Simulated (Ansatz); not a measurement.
Reaction (ligand exchange at the Si–Cl bond): `CC[Si]Cl` + CH₃SH → `CC[Si]SC` + HCl

Program: Ansatz. Geometries: PBE0-D4/def2-TZVP. ΔE: electronic, gas phase. CCSD(T)/CBS adds triple-zeta CCSD(T) − MP2 to the extrapolated MP2 energy (def2 sets, frozen cores). This one scheme is used for every species. Functionals use def2-TZVPP. HSE06 is defined as in plane-wave codes. Each species was taken in one conformer, which may not be the lowest.

| level | ΔE (kJ/mol) |
| --- | --- |
| B97M-V | 26.3 |
| HSE06-D4 | 21.7 |
| ωB97M-V | 31.2 |
| MP2/def2-TZVPP | 21.0 |

(1) What does CCSD(T)/CBS give? (An estimate is asked.)

Largest T1 diagnostic among the species: 0.014.

Answers

(1) Computed: +23.7 kJ/mol. The listed levels differ from it by 2.6, -2.0, 7.5, -2.7 kJ/mol.

From PBE to PBE0 (25 % exact exchange), in def2-TZVPP and without D4, ΔE moves by +3.6 kJ/mol. Leaving LDA and LC-ωPBE aside and taking each functional with its dispersion term where it has one, the values, not all of them listed here, spread over 16.8 kJ/mol, from revPBE-D4 to ωB97M-V. LDA lies −7.3 kJ/mol from PBE without D4.
